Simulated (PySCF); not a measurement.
A side-by-side comparison of computed properties.

First species: C₇H₁₂N₂.
Cartesian coordinates in Å at the GFN2-xTB level; atoms count from 1:
```xyz
21
C7H12N2 angstrom
C      0.6900    2.4654    0.6167
C      1.0564    1.3090    0.0721
C      0.3022    0.0644    0.0766
N      0.8032   -1.0239   -0.3662
N      1.8681   -1.2761   -1.0113
C      2.9764   -1.7512   -0.6381
C     -1.1218    0.0209    0.5755
C     -1.5625   -1.4079    0.8811
C     -2.0453    0.6489   -0.4740
H     -0.2399    2.5954    1.1427
H      1.3258    3.3325    0.5577
H      2.0139    1.2409   -0.4335
H      3.2634   -1.8877    0.4022
H      3.6769   -2.0394   -1.4031
H     -1.1799    0.6110    1.4961
H     -2.5796   -1.4120    1.2661
H     -0.9072   -1.8595    1.6217
H     -1.5268   -2.0126   -0.0210
H     -1.7454    1.6703   -0.6955
H     -3.0727    0.6571   -0.1166
H     -2.0042    0.0714   -1.3949
```

Second species: C7H12.
SMILES with atom numbers: `[CH2:1]=[C:2]=[CH:3][C:4]([CH3:5])([CH3:6])[CH3:7]` (hydrogens: H8, H9 on C1; H10 on C3; H11, H12, H13 on C5; H14, H15, H16 on C6; H17, H18, H19 on C7)

Levels: PBE0/pcSseg-1 for dipole moment, HOMO energy, LUMO energy and HOMO–LUMO gap; GFN2-xTB for rotational constant A and rotational constant C. Geometries: GFN2-xTB. Each species is one conformer at its optimised geometry, gas phase, non-relativistic unless stated; the electronic structure was computed with PySCF and density fitting.

Dipoles, sizes and rotational constants follow the conformer. The torsions of the flexible species, by atom-mapped SMILES:
- `[CH2:1]=[CH:2]/[C:3](=[N:4]\[N:5]=[CH2:6])[CH:7]([CH3:8])[CH3:9]`: C1–C2–C3–N4 -173°, C3–N4–N5–C6 102°, C2–C3–C7–C8 -163°
- `[CH2:1]=[C:2]=[CH:3][C:4]([CH3:5])([CH3:6])[CH3:7]`: C2–C3–C4–C5 -120°

Values for the first species:

```
Dipole moment         : 1.55 D
HOMO energy           : -6.47 eV
LUMO energy           : -1.18 eV
HOMO–LUMO gap         : 5.29 eV
Rotational constant A : 2.088 GHz
Rotational constant C : 0.873 GHz
```

(1) Estimate the same properties for the second species, and the change in each.

Results:

(1) 
| property | first | second | second less first |
| --- | --- | --- | --- |
| dipole moment | 1.55 D | 0.41 D | -1.14 D |
| HOMO energy | -6.47 eV | -7.24 eV | -0.77 eV |
| LUMO energy | -1.18 eV | 0.43 eV | +1.61 eV |
| HOMO–LUMO gap | 5.29 eV | 7.67 eV | +2.38 eV |
| rotational constant A | 2.088 GHz | 4.394 GHz | +2.306 GHz |
| rotational constant C | 0.873 GHz | 1.610 GHz | +0.737 GHz |

On the first: In atomic units the dipole is 0.61 e·bohr (1 au = 2.5417 D).

On the second: The dipole matches unit charges of opposite sign 0.09 Å apart (1 e·Å = 4.8032 D).
